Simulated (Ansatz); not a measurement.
Basis sets compared for Cu4H5. Total charge 0; doublet. Geometry r2SCAN-D4/def2-SVP. Ansatz on 4 threads of Arm Neoverse V1 on a shared host; times are rough, and most runs start from earlier orbitals.

```xyz
9

Cu    0.662   -1.252   -0.199
Cu   -0.989    0.291   -0.947
Cu    0.160    1.006    0.939
Cu    1.756   -0.519    1.668
H    -1.644   -0.448   -2.259
H     1.275    0.916    2.196
H    -1.030    1.617    0.007
H     1.901   -1.871    0.826
H    -2.091    0.260   -2.231
```

In the doublet, H5 and H9 lie 0.84 Å apart (atoms count from 1), so H2 has formed as a molecule. No other spin state of charge 0 was run. Another isomer (doublet) lies 0.33 eV lower at PBE0-D4/def2-TZVP; other spin states weren't run for this one.

Binding counts from free atoms (Cu doublet, H doublet) in the same basis, without a counterpoise term.

```csv
level,functions,energy (Eh),HOMO (eV),LUMO (eV),binding per atom (eV),wall time
PBE-D4/def2-SVP,149,-6563.1726,-4.04,-3.50,2.36,6 s
PBE0-D4/def2-SVP,149,-6563.1756,-4.80,-2.60,2.17,9.5 s
```

Estimate the rows for PBE-D4/def2-TZVP (with forces), PBE0-D4/def2-TZVP.


```json
{"level": "PBE-D4/def2-TZVP (with forces)", "functions": "210", "energy (Eh)": "-6564.1819", "HOMO (eV)": "-4.38", "LUMO (eV)": "-3.83", "binding per atom (eV)": "2.13", "wall time": "10 s"}
{"level": "PBE0-D4/def2-TZVP", "functions": "210", "energy (Eh)": "-6564.1469", "HOMO (eV)": "-5.10", "LUMO (eV)": "-2.89", "binding per atom (eV)": "2.01", "wall time": "15 s"}
```
